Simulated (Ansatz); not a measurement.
Which is lower?

The two ends of one reaction step of SiNH₅ClF, singlet (PBE0-D4/def2-TZVP).

A:

Si1  (-1.051, -0.057, 0.133)
Cl2  (2.759, -1.234, 0.316)
H3  (-1.446, -1.260, -0.628)
H4  (-2.179, 0.705, 0.707)
N5  (-0.142, 0.968, -0.859)
H6  (1.687, -1.045, 1.002)
F7  (-0.223, -0.626, 1.406)
H8  (0.007, 1.935, -0.623)
H9  (0.588, 0.613, -1.454)
(Å)

B:

Si1  (-0.679, -0.712, -0.313)
Cl2  (1.056, -1.710, 0.337)
H3  (-1.170, -1.509, -1.456)
H4  (-1.568, -0.740, 0.864)
N5  (-0.406, 0.883, -0.810)
H6  (1.508, 0.141, 1.462)
F7  (1.380, 1.011, 1.773)
H8  (-0.092, 1.561, -0.132)
H9  (-0.030, 1.073, -1.725)
(Å)

Ansatz 0.2.0; basis: def2-TZVPP; cores frozen in the correlated methods. B3LYP uses VWN-RPA correlation.

Question: Which structure is lower at CCSD(T), and by how much? (To be estimated.)

Answer: By the calculation: A, by 9.49 kcal/mol (electronic energy, against the other). By their contacts, A is a complex of SiNH₄F ([NH2][SiH2][F]) + HCl and B is a complex of SiNH₄Cl ([NH2][SiH2][Cl]) + HF.

All methods give the same order:

```csv
method,E(B) − E(A) (kcal/mol)
SPW92,6.10
PBE-D4,6.22
BLYP-D4,8.83
r2SCAN-D4,8.26
B97M-V,9.69
PBE0-D4,6.65
B3LYP-D4,9.15
r2SCAN0-D4,8.13
BHLYP-D4,10.00
CAM-B3LYP-D4,10.44
wB97X-V,8.87
wB97M-V,8.51
B2PLYP,9.75
PBE-QIDH,7.68
RPA on PBE,10.44
HF,12.49
MP2,8.47
CCSD,10.14
CCSD(T),9.49
```

No T1 diagnostic of these runs exceeds 0.010.

Labels in which every atom is bracketed show which atoms are joined, not bond orders.

For scale, one of the runs: CCSD(T)/def2-TZVPP, 216 basis functions, launched by `ansatz run in.yaml --threads 4 --pin off --events-out ev --progress --plain --max-ram 9574MiB`. Time: 52 s of wall clock on 4 CPU threads of an Arm Neoverse V2; the host was shared. Peak host memory: 3.1 GiB.
